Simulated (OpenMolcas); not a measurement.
Consider [Cu2(μ-OH)2(F)4]2-, a planar model complex in vacuum (2 bridging OH, bridge angle 90°, metal-metal distance 2.76 Å, Cu–OH 1.95 Å; typed geometry, not optimised).

```xyz
10

Cu    -1.3781     0.0000     0.0000
Cu     1.3781     0.0000     0.0000
O      0.0000     1.3781     0.0000
H      0.0000     2.3382     0.0000
O      0.0000    -1.3781     0.0000
H      0.0000    -2.3382     0.0000
F     -2.7146     1.3364     0.0000
F     -2.7146    -1.3364     0.0000
F      2.7146     1.3364     0.0000
F      2.7146    -1.3364     0.0000
```

Q: Give the energies of the total-spin states at CASSCF(2,2) on the singly occupied d orbitals (ANO-RCC-VDZP on Cu, O, F and ANO-RCC-VDZ on H, scalar-relativistic DKH2, RICD, no spin-orbit coupling, OpenMolcas), and the exchange constant.

A: Local spins 1/2 and 1/2.

```tsv
total S	E (cm⁻¹)	natural occupations, lowest and highest
1	0.0	1.000, 1.000
0	24.1	0.999, 1.001
```

J = 12.0 cm⁻¹ (ferromagnetic).

J is defined by H = −2J S1·S2, so negative values are antiferromagnetic. Wave-function values come from the highest and lowest total spin; broken-symmetry values use Yamaguchi's formula with the computed ⟨S²⟩. The active space holds the singly occupied metal orbitals alone, without bridging-ligand orbitals. No row is a measured value.
